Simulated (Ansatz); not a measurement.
Program: Ansatz 0.2.0.

A structure relaxed at PBE0-D4/def2-TZVP, charge 0, multiplicity 1:

```csv
atom,x (Å),y (Å),z (Å)
C1,0.309,-1.117,-1.091
N2,0.314,-0.029,-0.143
C3,0.607,1.253,-0.731
Si4,-0.285,-0.222,1.444
O5,-1.924,-0.330,1.626
H6,-0.469,-0.996,-1.858
H7,1.275,-1.189,-1.607
H8,0.130,-2.067,-0.583
H9,0.635,2.028,0.037
H10,-0.139,1.547,-1.484
H11,1.586,1.241,-1.228
H12,0.224,0.952,2.202
H13,0.182,-1.525,1.968
H14,-2.444,0.455,1.447
```

Task: Give its formula and SMILES.

Result: C2H9NOSi, `CN(C)[SiH2]O`.

Task: Point group (tolerance 0.08 Å, 0.16 Å for H)?

Result: C1.

Task: Summarise the bond lengths by kind.

Result: 2 × C–N 1.441 to 1.443 Å; 6 × C–H 1.092 to 1.100 Å; 1 × N–Si 1.707 Å; 1 × O–Si 1.652 Å; 2 × H–Si 1.480 to 1.487 Å; 1 × H–O 0.958 Å.
